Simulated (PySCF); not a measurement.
C₂H₈BNO, SMILES CNBOC.

Coordinates come from a PBE0-D3(BJ)/def2-SVP optimisation. The structure was generated by enumeration, and PubChem lists no compound with its InChIKey, so it may never have been made. One conformer was computed; it need not be the lowest.

Level of theory: PBE0-D3(BJ)/def2-SVP (PySCF 2.14.0).

Harmonic, unscaled wavenumbers; measured fundamentals usually lie a few per cent lower.

Computed normal modes with their intensities:
| mode | ν (cm⁻¹) | IR (km/mol) | moving atoms (share of kinetic energy) |
|---|---|---|---|
| 1 | 121 | 0.3 | H 78 %, C 10 %, N 10 % |
| 2 | 156 | 0.1 | H 90 % |
| 3 | 173 | 0.6 | H 48 %, N 41 %, C 9 % |
| 4 | 192 | 1.3 | C 47 %, H 31 %, N 10 %, B 9 % |
| 5 | 305 | 1.4 | H 44 %, O 29 %, B 24 % |
| 6 | 333 | 0.1 | N 30 %, H 28 %, C 27 % |
| 7 | 569 | 16.1 | O 48 %, C 17 %, H 16 %, B 13 % |
| 8 | 624 | 100.7 | H 76 %, N 13 %, B 9 % |
| 9 | 892 | 16.7 | H 66 %, B 32 % |
| 10 | 975 | 1.4 | H 34 %, B 28 %, C 26 %, O 8 % |
| 11 | 1009 | 23.4 | H 70 %, C 16 % |
| 12 | 1148 | 0.3 | H 75 %, C 19 % |
| 13 | 1154 | 18.7 | H 33 %, N 30 %, C 24 %, B 9 % |
| 14 | 1168 | 12.6 | H 59 %, C 15 %, O 13 %, N 8 % |
| 15 | 1178 | 0.5 | H 75 %, C 19 % |
| 16 | 1195 | 19.4 | H 65 %, C 20 % |
| 17 | 1279 | 42.8 | H 48 %, B 19 %, C 12 %, O 11 %, N 11 % |
| 18 | 1341 | 215.9 | O 29 %, H 28 %, B 23 %, C 15 % |
| 19 | 1446 | 9.0 | H 83 %, C 16 % |
| 20 | 1465 | 75.3 | H 83 %, C 11 % |
| 21 | 1467 | 5.0 | H 97 % |
| 22 | 1476 | 6.7 | H 97 % |
| 23 | 1479 | 3.5 | H 95 % |
| 24 | 1489 | 31.0 | H 90 % |
| 25 | 1586 | 368.4 | H 32 %, B 32 %, N 30 % |
| 26 | 2615 | 153.7 | H 91 %, B 9 % |
| 27 | 3005 | 50.8 | H 97 % |
| 28 | 3027 | 74.7 | H 97 % |
| 29 | 3079 | 42.3 | H 90 %, C 10 % |
| 30 | 3094 | 35.9 | H 90 %, C 10 % |
| 31 | 3144 | 25.5 | H 91 %, C 9 % |
| 32 | 3164 | 9.9 | H 91 %, C 9 % |
| 33 | 3641 | 13.1 | H 93 % |
